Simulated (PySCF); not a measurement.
# Ionisation energy along the 4-electron series

Calculated with PySCF 2.14 and a two-component X2C-1e Hamiltonian (Gaussian nucleus, no Breit or QED terms), each ion in its own even-tempered basis scaled to its charge; GMP2 freezes nothing and drops the highest virtual spinors. Values in eV. NIST values: (m) measured, (s) semi-empirical, (t) theoretical.

```
  ion  configuration  GHF (screened spin-orbit)  GMP2 (screened spin-orbit)              NIST
Fe²²⁺       [He] 2s2                     1944.3                      1948.8  1950.4 ± 1.8 (s)
Co²³⁺       [He] 2s2                     2113.2                      2117.9  2119.4 ± 1.9 (s)
Cu²⁵⁺       [He] 2s2                     2473.0                      2477.9  2479.1 ± 2.2 (s)
```

Task: Fill in the row of Ni²⁴⁺.

Result: configuration: [He] 2s2; GHF (screened spin-orbit): 2289.4; GMP2 (screened spin-orbit): 2294.2; NIST: 2295.6 ± 2.1 (s).
